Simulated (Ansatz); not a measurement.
CH5FOSiTe (`OC[Te][SiH2]F`), charge 0, multiplicity 1.

**Question.** Give a relaxed structure at PBE0-D4/def2-TZVP (the Gaussian-basis code of Ansatz). (An estimate is asked.)

**Answer.** Ansatz gave: 
Z-matrix (Å, degrees):
```
C
Te 1 2.198
O 1 1.383 2 113.7
H 1 1.088 2 105.3 3 -117.9
H 1 1.093 2 106.0 3 125.8
Si 2 2.461 1 93.7 3 -106.7
H 3 0.962 1 109.2 2 63.8
F 6 1.602 2 113.3 1 -87.5
H 6 1.486 2 108.4 1 30.2
H 6 1.481 2 109.5 1 152.8
```
This is one stationary point; other conformers may exist.
